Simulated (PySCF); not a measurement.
Working out the ionisation energy of Mn⁺

Mn⁺ [Ar] 3d5 4s1 (7S) → Mn²⁺ [Ar] 3d5 (6S). Calculation: PySCF 2.14, in 6-31G* (5s4p2d1f, 34 functions); no relativity, point nucleus. Frozen: [Ar]. Energies in hartree (1 hartree = 27.21139 eV):

```json
{"part": "UHF", "Mn⁺ (lower)": "-1149.501429", "Mn²⁺ (upper)": "-1148.966486"}
{"part": "MP2 opposite-spin", "Mn⁺ (lower)": "0.000000", "Mn²⁺ (upper)": "0.000000"}
{"part": "MP2 same-spin", "Mn⁺ (lower)": "-0.047057", "Mn²⁺ (upper)": "-0.039079"}
```

**Question.** What does Hartree-Fock give?

**Answer.** (-1148.966486) − (-1149.501429) = 0.534943 hartree = 14.557 eV.

**Question.** What do MP2 and SCS-MP2 (6/5 opposite-spin, 1/3 same-spin) give?

**Answer.** The opposite-spin parts differ by 0.000 eV and the same-spin parts by 0.217 eV. MP2: 14.557 + (0.000) + (0.217) = 14.774 eV. SCS-MP2: 14.557 + 1.2 × (0.000) + (0.217)/3 = 14.629 eV.

Measured between the centres of the two terms (NIST): 15.640 eV, so MP2 (valence) is off by -0.866 eV.

The calculation is non-relativistic.

What remains against the reference includes basis incompleteness, the frozen core and correlation beyond second order.
